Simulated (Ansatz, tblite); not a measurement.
Forces on [ZnCl4]2- (ZnCl₄²⁻) at its r2SCAN-D4/def2-SVPD geometry. Charge -2, multiplicity 1.

The xTB rows come from tblite. A multiply charged anion in the gas phase is held together partly by the finite basis. At r2SCAN-D4/def2-TZVPD the highest occupied level of the charge -2 singlet lies above zero (up to 1.08 eV). The electron is either unbound and held by the finite basis, or the level is raised by self-interaction error.

GFN1-xTB (tblite), largest force 0.16 eV/Å:

```xyz
5
positions Å, forces eV/Å
Zn    0.000    0.000    0.000    0.000    0.000    0.001
Cl   -0.987    0.154   -2.124    0.068   -0.011    0.146
Cl   -0.185    2.065    1.101    0.013   -0.142   -0.076
Cl    2.267   -0.563   -0.230   -0.156    0.039    0.016
Cl   -1.094   -1.655    1.253    0.075    0.114   -0.087
```

GFN2-xTB (tblite), largest force 0.10 eV/Å:

```
Zn 0.000 0.000 0.001
Cl -0.040 0.006 -0.086
Cl -0.007 0.083 0.044
Cl 0.091 -0.023 -0.009
Cl -0.044 -0.067 0.050
```

r2SCAN-D4/def2-TZVPD (Ansatz), largest force 0.15 eV/Å:

```
Zn 0.000 0.000 0.002
Cl 0.061 -0.010 0.131
Cl 0.011 -0.128 -0.069
Cl -0.140 0.035 0.014
Cl 0.068 0.102 -0.078
```
